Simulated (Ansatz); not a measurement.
Cost and result for the atomization energy of `FCC([SiH3])Cl` (11 atoms, 10 bonds).

Z-matrix (Å, degrees):
```
C
C 1 1.504
F 1 1.380 2 111.1
H 1 1.096 2 109.0 3 -118.7
H 1 1.093 2 111.5 3 120.4
Cl 2 1.795 1 111.3 3 -74.6
Si 2 1.900 1 114.6 3 47.5
H 2 1.093 1 108.0 3 169.5
H 7 1.488 2 108.3 1 51.8
H 7 1.483 2 107.7 1 170.0
H 7 1.479 2 110.4 1 -69.4
```

Total charge 0; spin multiplicity 1. All single points use the PBE0-D4/def2-TZVP geometry. It is one conformer, not always the lowest. Program: Ansatz. All runs use 4 threads of an Arm Neoverse V2 on a shared host. Times are those of one run each, without the atoms' runs, and a repeat can differ threefold. Electronic energies, without spin–orbit coupling; frozen cores. CCSD(T)/CBS adds CCSD(T) − MP2 in def2-TZVPP to the MP2 limit, and its time is that of the two runs behind it. T1 = 0.011. B3LYP takes the VWN-RPA correlation (the form of Gaussian; ORCA's B3LYP/G).

CCSD(T)/CBS is a level of theory with its own doubt, some kJ/mol a heavy atom from the limit and from the frozen cores, so smaller differences don't rank the functionals.

```tsv
level	functions	wall time	atomization (kJ/mol)	difference from CCSD(T)/CBS	per bond
PBE-D4/def2-TZVPP (with forces)	261	2.2 s	3846.5	56.0	5.6
PBE0-D4/def2-TZVPP	261	2.8 s	3790.6	0.1	0.0
B3LYP-D4/def2-TZVPP (with forces)	261	4.3 s	3776.6	-13.9	-1.4
r2SCAN-D4/def2-TZVPP (with forces)	261	4.4 s	3795.7	5.2	0.5
B2PLYP/def2-TZVPP	261	4.7 s	3736.1	-54.4	-5.4
ωB97X-V/def2-TZVPP	261	7 s	3806.6	16.1	1.6
ωB97M-V/def2-TZVPP (with forces)	261	11 s	3801.1	10.6	1.1
MP2/def2-QZVPP	491	20 s	3802.8	12.3	1.2
CCSD(T)/def2-TZVPP	261	2.5 min	3693.3	-97.2	-9.7
CCSD(T)/CBS(def2)	–	2.8 min	3790.5	0.0	0.0
```

In def2-TZVPP, CCSD(T) changes the Hartree–Fock value by +903.0 kJ/mol (the triples alone add +53.4 kJ/mol) and MP2 by +955.2 kJ/mol; breaking electron pairs costs correlation energy, which Hartree–Fock lacks. The D4 term adds +39.7 kJ/mol with B3LYP and +20.7 kJ/mol with PBE0; it sums over pairs of atoms, weighted by their polarisabilities, and B3LYP, whose exchange is more repulsive, gets the larger term. From PBE to PBE0 (25 % exact exchange), in def2-TZVPP and without D4, the atomization energy moves by −52.1 kJ/mol: exact exchange takes away binding that semilocal exchange gives to molecules.
